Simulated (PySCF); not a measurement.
In(F)(Me)(NH2) (CH₅FInN), SMILES [F][In]([CH3])[NH2].

The structure is a stationary point at B3LYP-D3(BJ)/def2-SVP. The structure was generated by enumeration; whether it is a known compound was not checked. The def2 effective core potentials stand for the cores of In; spin–orbit coupling is left out. The values are those of a single conformer.

Method: PySCF with ωB97X/def2-TZVP.

```
Quantity                                                                                                        Value
---------------------------------------------------------------------------------------------  ----------------------
total energy                                                                                       -385.96178 hartree
highest occupied level                                                                                       -9.76 eV
lowest empty level                                                                                            0.82 eV
orbital gap                                                                                                  10.58 eV
dipole moment                                                                                                  3.72 D
quadrupole, principal values (traceless, Buckingham form, about the centre of nuclear charge)   -8.18, 0.41, 7.77 D·Å
mean static polarisability                                                                       53.9 bohr³ (7.98 Å³)
polarisability, principal values                                                               41.7, 50.0, 69.8 bohr³
```
